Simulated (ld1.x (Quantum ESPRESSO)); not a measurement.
**Logarithmic derivatives: rhodium, ultrasoft**

- Element: rhodium
- Generator: ld1.x (Quantum ESPRESSO) 7.5
- Type: ultrasoft
- Functional: LDA (PZ)
- Relativity: scalar-relativistic
- Frozen core: [Kr]
- Valence charge: 9
- Reference configuration: 4d6 5s0 5p0 (charge +3)
- Partial waves: 5s (bound, empty): rcut 1.85, rcutus 2.05 bohr; 5s channel at -0.05 Ry: rcut 1.85, rcutus 2.05 bohr; 5p (bound, empty): rcut 1.80, rcutus 2.00 bohr; 5p channel at -1.2 Ry: rcut 1.80, rcutus 2.00 bohr; 4d (bound): rcut 1.60, rcutus 1.85 bohr; 4d channel at -2.5 Ry: rcut 1.60, rcutus 1.85 bohr
- Local potential: all-electron potential smoothed inside 1.40 bohr (lloc = -1)
- Core correction: none
- Augmentation charge: PSQ, inside the norm-conserving radii

The phase is arctan(r·u′/u) with u = r·R(r), unwrapped; energies in Ry, scanned from -5 to 5 Ry. A pole is an energy at which the radial function vanishes at the test radius. The pseudo phase is shifted by a multiple of π to meet the all-electron one at the reference energy, and phase errors are pseudo minus all-electron; the curves can meet again beyond the range given. Levels narrower than the energy grid can be missing from the lists of poles.

Problem. For each channel, where are the poles, and over which energies does the pseudopotential scatter like the atom?

Solution.

| channel | radius (bohr) | reference energy (Ry) | poles, all-electron | poles, pseudo | unbroken range about the reference energy with phases within 0.05 rad | phase error 1 Ry above the reference energy (rad) |
| --- | --- | --- | --- | --- | --- | --- |
| s | 2.25 | -2.20 | 1.54 | 1.51, 4.46 | below 3.2 | -0.000 |
| p | 2.25 | -1.67 | 3.11 | 3.09 | the whole range | -0.000 |
| d | 2.25 | -2.92 | -2.43 | -2.43 | the whole range | -0.000 |

Note: ghost states, extra bound levels that the all-electron valence spectrum of the same l lacks: s at -149.5 eV, p at -85.8 eV. A true bound ghost makes a file unfit for plane-wave use.

Phases in the d channel:

```csv
E (Ry),all-electron,pseudo
-5.00,1.279,1.279
-4.74,1.257,1.257
-4.48,1.227,1.227
-4.22,1.184,1.184
-3.96,1.118,1.118
-3.70,0.996,0.996
-3.44,0.700,0.700
-3.18,-0.237,-0.237
-2.92,-1.163,-1.163
-2.66,-1.457,-1.457
-2.40,-1.583,-1.583
-2.14,-1.655,-1.655
-1.88,-1.707,-1.707
-1.62,-1.749,-1.749
-1.36,-1.788,-1.788
-1.10,-1.826,-1.826
-0.84,-1.866,-1.867
-0.58,-1.913,-1.913
-0.32,-1.968,-1.969
-0.06,-2.038,-2.040
0.20,-2.132,-2.135
0.46,-2.264,-2.271
0.72,-2.461,-2.474
0.98,-2.757,-2.780
1.24,-3.161,-3.194
1.50,-3.579,-3.614
1.76,-3.901,-3.929
2.02,-4.115,-4.137
2.28,-4.257,-4.274
2.54,-4.355,-4.370
2.80,-4.426,-4.439
3.06,-4.480,-4.491
3.32,-4.522,-4.532
3.58,-4.556,-4.566
3.84,-4.584,-4.594
4.10,-4.608,-4.617
4.36,-4.629,-4.638
4.62,-4.647,-4.657
4.88,-4.663,-4.673
```
